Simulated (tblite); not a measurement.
A tight-binding relaxation on `CCCCC(=O)Cl`.

Computed with GFN2-xTB geometry optimisation, gas phase (tblite 0.8.0). Start geometry: from a force field or distance geometry. A driver script takes a list of jobs; this job's settings line and coordinates (Å) are shown.

Command:
```bash
OMP_NUM_THREADS=1 python probes_run.py task.json out
```

Input:
```
{"job": {"kind": "relax", "xc": "GFN2-xTB", "basis": "xTB"}, "charge": 0, "multiplicity": 1}
C     -2.383100    -0.309900     0.173200
C     -1.035900     0.151800     0.667800
C      0.078200    -0.146100    -0.339500
C      1.434100     0.322900     0.157900
C      2.544400     0.036000    -0.824000
O      2.344600    -0.495600    -1.921700
Cl     4.092800     0.570900    -0.233100
H     -3.157200    -0.085600     0.923700
H     -2.394000    -1.387800    -0.017700
H     -2.664000     0.208900    -0.748300
H     -0.810700    -0.365900     1.619500
H     -1.070900     1.218700     0.893000
H      0.092200    -1.216200    -0.550100
H     -0.157300     0.363600    -1.290900
H      1.670200    -0.197900     1.102400
H      1.409000     1.394400     0.376300
```

Output:
```
step      E/eV     max force
  0    -650.64117    3.688
  1    -650.68480    4.805
  2    -650.79242    0.797
  3    -650.80362    0.431
  4    -650.81264    0.150
  5    -650.81371    0.120
  6    -650.81456    0.061
  7    -650.81487    0.057
  8    -650.81521    0.051
  9    -650.81546    0.051
 10    -650.81567    0.035
 11    -650.81580    0.023
 12    -650.81589    0.023
 13    -650.81596    0.019
 14    -650.81603    0.020
 15    -650.81609    0.021
 16    -650.81614    0.019
 17    -650.81617    0.012
 18    -650.81619    0.009
```

«max force» is the largest atomic force in eV/Å.

**Question.** From which step on does the largest force stay under 0.1 eV/Å, and how much energy is left to gain from there?

**Answer.** From step 6 (0.061 eV/Å), 1.6 meV above the end.

Summary of the converged run: energy lowered by 4.0 kcal/mol over 18 steps; largest atomic force 0.009 eV/Å at the end.

**Question.** Where do the atoms end?

**Answer.** 0.026 Å rms from the input after alignment:
```
atom  x, y, z in Å
C1    -2.4027   -0.3088    0.1777
C2    -1.0387    0.1478    0.6810
C3     0.0590   -0.1434   -0.3394
C4     1.4298    0.3129    0.1601
C5     2.5008    0.0298   -0.8358
O6     2.4138   -0.4760   -1.9009
Cl7    4.0950    0.5644   -0.2474
H8    -3.1731   -0.0961    0.9146
H9    -2.3991   -1.3789   -0.0164
H10   -2.6601    0.2055   -0.7454
H11   -0.8080   -0.3626    1.6190
H12   -1.0680    1.2205    0.8856
H13    0.0922   -1.2141   -0.5484
H14   -0.1678    0.3657   -1.2778
H15    1.6892   -0.1906    1.0949
H16    1.4299    1.3862    0.3674
```

Hardware: one thread of an x86-64 server, no GPU, on a shared host.
Labels such as C1 count atoms from 1, the log's own numbers from 0.
